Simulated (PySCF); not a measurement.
# Structure from 2D NMR

Compound of formula C8H12O. Correlations simulated from computed shifts and the bond graph:

HSQC (one-bond C–H):
```csv
δH,δC
6.64,145.1
5.97,122.5
5.89,120.3
5.85,120.3
5.42,122.5
4.34,86.9
4.11,86.9
3.80,65.2
1.47,17.4
```

COSY cross peaks (H two or three bonds apart, from the bond graph; peaks can be absent where the dihedral angle is near 90°):
```csv
δH,δH
6.64,5.97
6.64,5.42
5.97,5.42
5.89,5.85
4.34,4.11
3.80,1.47
```

HMBC (two and three bonds, from the bond graph):
```csv
δH,δC
6.64,"169.3, 150.8, 122.5, 120.3"
5.97,"150.8, 145.1"
5.89,"169.3, 150.8, 145.1"
5.85,"169.3, 150.8, 145.1"
5.42,"150.8, 145.1"
4.34,"169.3, 150.8"
4.11,"169.3, 150.8"
3.80,"169.3, 17.4"
1.47,65.2
```

Carbons without hydrogens: δ 169.3, 150.8.

Computational details: shielding tensors at PBE0/pcSseg-1 (GIAO), structure optimised with GFN2-xTB, in PySCF (isolated molecule, non-relativistic, one conformer, rapidly exchanging positions averaged).

References, each an isolated molecule treated in the same way: ¹H (σref 31.72) and ¹³C (σref 186.93) vs TMS.

Exchangeable hydrogens are left out of these lists.

Assemble the structure.

Answers

SMILES CCOC(C(C=C)=C)=C.

Numbering as in the mapped SMILES `[CH2:1]=[CH:2][C:3](=[CH2:4])[C:5](=[CH2:6])[O:7][CH2:8][CH3:9]`; H(Xn) means a hydrogen on atom n. Ha(C4) is cis to C2; Ha(C1), Ha(C6) are cis to C3; Hb(C4) is trans to C2; Hb(C1), Hb(C6) are trans to C3.

δC 169.3 is C5, an alkene carbon bearing oxygen. δC 150.8 is C3, a fully substituted alkene carbon. δC 145.1 is C2, an alkene CH (δH 6.64). δC 122.5 is C1, a terminal =CH2 carbon (δH 5.42, 5.97). δC 120.3 is C4, a terminal =CH2 carbon (δH 5.89, 5.85). δC 86.9 is C6, a β carbon of an enol-ether or enamine type C=C (δH 4.34, 4.11). δC 65.2 is C8, an sp3 CH2 bonded to O (δH 3.80). δC 17.4 is C9, a methyl carbon (δH 1.47). HMBC from δH 6.64 reaches the proton-free carbons C5, C3. HMBC from δH 5.97 reaches the proton-free carbon C3. HMBC from δH 5.89 reaches the proton-free carbons C5, C3. HMBC from δH 5.85 reaches the proton-free carbons C5, C3. COSY links 6.64–5.97, 6.64–5.42, 5.97–5.42, 5.89–5.85, 4.34–4.11, 3.80–1.47.

The data come from this structure; uniqueness wasn't tested.

Shifts are as computed. Against solution values, carbons near 30 ppm lie about +3 ppm off and those near 130 ppm about +5 ppm. Of 1211 compounds with measured shifts, 218 miss one by over three times the rms of a fit or turn the order of signals round; such compounds aren't used in these exercises.
